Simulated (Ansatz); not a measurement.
Reaction (silylene loss): `CCBS[SiH3]` → `CCBS` + `[SiH2]`

Program: Ansatz. Geometries: PBE0-D4/def2-TZVP. ΔE: electronic, gas phase. CBS: MP2 limit from def2 TZ/QZ plus the TZ coupled-cluster correction, frozen cores. This one scheme is used for every species. DFT in def2-TZVPP. Each species was taken in one conformer, which may not be the lowest.

`CCBS[SiH3]`:

Cartesian coordinates in Å:
```
C -1.236 -2.071 -0.600
C -0.755 -1.248 0.595
B 0.111 -0.009 0.208
S -0.103 1.556 1.054
Si 1.440 2.687 0.076
H -1.762 -2.973 -0.280
H -0.398 -2.377 -1.231
H -1.922 -1.495 -1.226
H -1.593 -0.980 1.247
H -0.091 -1.875 1.212
H 0.949 -0.094 -0.648
H 2.768 2.077 0.331
H 1.403 4.057 0.646
H 1.189 2.745 -1.384
```

`CCBS`:

Cartesian coordinates in Å:
```
C 1.046 0.421 0.978
C 0.339 0.181 -0.355
B -1.199 -0.057 -0.227
S -2.138 -1.253 -1.148
H 0.995 -0.462 1.619
H 0.585 1.247 1.525
H 2.102 0.663 0.835
H 0.439 1.085 -0.976
H 0.837 -0.616 -0.917
H -1.870 0.602 0.515
H -1.134 -1.811 -1.850
```

`[SiH2]`:

Cartesian coordinates in Å:
```
Si 0.187 -0.684 0.063
H 0.752 0.630 0.593
H -0.939 0.053 -0.655
```

| level | ΔE (kcal/mol) |
| --- | --- |
| LDA (SPW92) | 74.2 |
| revPBE-D4 | 68.1 |
| BLYP-D4 | 64.3 |
| PBE-QIDH | 72.8 |
| BHLYP | 66.6 |
| LC-ωPBE | 72.0 |
| MP2/def2-SVP | 68.6 |
| CCSD(T)/def2-SVP | 62.7 |

Question: What does CCSD(T)/CBS give? (An estimate is asked.)

Answer: Ansatz gave: +68.6 kcal/mol. The listed levels differ from it by 5.6, -0.5, -4.3, 4.2, -2.0, 3.4, 0.0, -5.9 kcal/mol.

Largest T1 diagnostic among the species: 0.014.

The D4 term adds +3.3 kcal/mol with B3LYP and +1.8 kcal/mol with PBE0; it sums over pairs of atoms, weighted by their polarisabilities, and B3LYP, whose exchange is more repulsive, gets the larger term. From BLYP to BHLYP (50 % exact exchange), in def2-TZVPP and without D4, ΔE moves by +6.6 kcal/mol. At CCSD(T), def2-SVP lies −5.9 kcal/mol from the extrapolated value and def2-TZVPP −2.3 kcal/mol.

B3LYP here is the variant with VWN-RPA as its local correlation; programs differ in this.
